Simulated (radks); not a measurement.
Question: The mean radii <r> (bohr) of the occupied orbitals of an atom or ion are listed with their occupations. All-electron calculation, scalar-relativistic Kohn-Sham, r2SCAN, spin-polarised, spherical densities, finite nucleus; meta-GGA in the generalised Kohn-Sham scheme; Fermi nuclear charge, rms radius of each element as measured or else 0.836 A^(1/3) + 0.57 fm. Program: a radial shooting solver on a logarithmic mesh with Libxc functionals.

| orbital | occ. | <r> |
|---|---|---|
| 1s up | 1 | 0.04551 |
| 1s down | 1 | 0.04550 |
| 2s up | 1 | 0.2025 |
| 2s down | 1 | 0.2025 |
| 2p up | 3 | 0.1772 |
| 2p down | 3 | 0.1772 |
| 3s up | 1 | 0.5971 |
| 3s down | 1 | 0.5973 |
| 3p up | 3 | 0.6165 |
| 3p down | 3 | 0.6164 |
| 3d up | 5 | 0.6784 |
| 3d down | 5 | 0.6742 |
| 4s up | 1 | 1.891 |
| 4s down | 1 | 1.871 |
| 4p up | 2 | 2.278 |

Name the element and its charge. Open shells, if any, are filled with parallel spins first.

Answer: Z = 33, arsenic, charge +1: As+ in [Ar] 3d10 4s2 4p2. The 1s radius gives Z: for a bare nucleus <r> = (2 gamma + 1)/(2Z) with gamma = sqrt(1 - (Z/c)^2), 0.04456 bohr for Z = 33, and screening makes it slightly larger (0.04551 here). The occupations add up to 32, and the charge is Z minus that.
